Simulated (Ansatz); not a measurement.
Species: GeI2, charge 0, singlet. GeI2 (SMILES [I][Ge][I]).
B3LYP-D3(BJ)/def2-TZVP minimum from Ansatz (a program for electronic structure):
```xyz
3

Ge     0.0170     0.0000     1.2404
I      1.0196    -1.7356    -0.3885
I     -1.0299     1.7355    -0.3605
```

Total energies in hartree (Ansatz). Open shells are spin-unrestricted; no spin-orbit coupling. Cores are frozen in correlated methods (noble-gas shells, and filled d and f shells in the p block). Past Kr the def2 sets carry scalar-relativistic core potentials. Spin-orbit terms, left out, reach several kcal/mol for Br and I, and more for heavier atoms.

```csv
species,HF/def2-TZVPP,CCSD(T)/def2-TZVPP,HF/def2-QZVPP,CCSD(T)/def2-QZVPP,CCSDT(Q)/def2-TZVPP
1: GeI2 (SMILES [Ge]([I])[I]),-2668.77301,-2669.18775,-2668.81735,-2669.28018,-2669.19037
2: Ge (triplet),-2075.32100,-2075.38759,-2075.36298,-2075.43218,-2075.38813
3: I (doublet),-296.65857,-296.79430,-296.65973,-296.81374,-296.79495
```

Q: Work out the atomisation energy (electronic, to ground-state atoms) in kcal/mol: take Hartree-Fock from def2-QZVPP, extrapolate the CCSD(T) correlation energy as X^-3 (X = 3, 4), and add CCSDT(Q) - CCSD(T) in def2-TZVPP. 1 hartree = 627.51 kcal/mol.

A: 
Species 1: correlation (64·(-0.46283) - 27·(-0.41474))/37 = -0.49792; step -0.00262; E1 = -2668.81735 + (-0.49792) + (-0.00262) = -2669.31789
Species 2: correlation (64·(-0.06920) - 27·(-0.06659))/37 = -0.07110; step -0.00054; E2 = -2075.36298 + (-0.07110) + (-0.00054) = -2075.43462
Species 3: correlation (64·(-0.15401) - 27·(-0.13573))/37 = -0.16735; step -0.00065; E3 = -296.65973 + (-0.16735) + (-0.00065) = -296.82773
-1·E1 +1·E2 +2·E3 = 0.22781 hartree = 143.0 kcal/mol.
